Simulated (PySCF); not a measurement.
## Dipole moment and polarisability of `CO/C=N/C1C=C1`

C5H7NO.
Cartesian coordinates in Å at the GFN2-xTB level; atoms count from 1:
```
atom  x, y, z in Å
C1     2.6069   -0.2369    0.0693
O2     1.6695   -0.9859    0.8229
C3     0.3988   -0.6052    0.7030
N4     0.0346    0.3533   -0.0268
C5    -1.3154    0.7504   -0.1383
C6    -2.4724   -0.1921    0.0751
C7    -2.2835    0.6843    1.0138
H8     3.5857   -0.6496    0.3032
H9     2.3958   -0.3275   -0.9983
H10    2.5569    0.8189    0.3436
H11   -0.2494   -1.2388    1.3233
H12   -1.4011    1.5518   -0.8660
H13   -2.9950   -1.0259   -0.3248
H14   -2.5320    1.1027    1.9579
```

Level: PBE0/def2-SVPD (PySCF), static field, nuclei fixed, core orbitals frozen in the response. The polarisability tensor in these axes (au):

```
x   88.55 -4.63 -1.66
y   -4.63 60.84 -1.49
z   -1.66 -1.49 58.88
```

Q: What are the eigenvalues, a third of the trace, and Δα (Δα² = ½Σ(αi − αj)² over the three pairs)?

A: Principal values 57.60, 61.30 and 89.36 au; mean 69.42 au = 10.29 Å³ = 11.45 × 10⁻⁴⁰ C²·m²/J; Δα = 30.08 au (43 % of the mean).

Q: What is the dipole moment, and where does it point?

A: (-0.72, -0.26, 0.40) D, 0.86 D in size, pointing from the negative to the positive side. Measured along this direction, the outermost atoms are H8 at the negative end and H14 and H13 at the positive end.

Q: What are the principal values of the traceless quadrupole moment, Θ = ½Σq(3rr − r²1), about the centre of nuclear charge?

A: -6.81, 0.31, 6.50 D·Å. The values depend on the origin, since the dipole doesn't vanish. The electronic extent ⟨r²⟩ about the same centre is 894 bohr², a root-mean-square distance of 2.19 Å for the 52 electrons.

Q: Estimate the molar refractivity from the static electronic polarisability.

A: Lorentz–Lorenz: R = (4π/3)N_A α = 2.5225 cm³/(mol·Å³) × 10.29 Å³ = 26.0 cm³/mol, in the limit of long wavelengths.

Q: How large is μ²/3kT at 298 K beside α?

A: In Gaussian units μ²/3kT = 6.00 Å³ against 10.29 Å³, a ratio of 0.58; the Debye molar polarisation (4π/3)N_A(α + μ²/3kT) is 41.1 cm³/mol, leaving out the vibrational part.

Q: Refractivity n − 1 of an ideal gas of it at 350 K and 1 atm, from the electronic α?

A: N = p/kT = 2.0968 × 10¹⁹ cm⁻³, so n − 1 = 2π × N × 10.29 × 10⁻²⁴ cm³ = 1355 × 10⁻⁶ at long wavelengths, for an ideal gas.

Isolated species at its GFN2-xTB geometry (one conformer only).

The run behind these numbers computed excited states as well. The run took 48 s wall on an Arm Neoverse N1 with one thread (shared host).
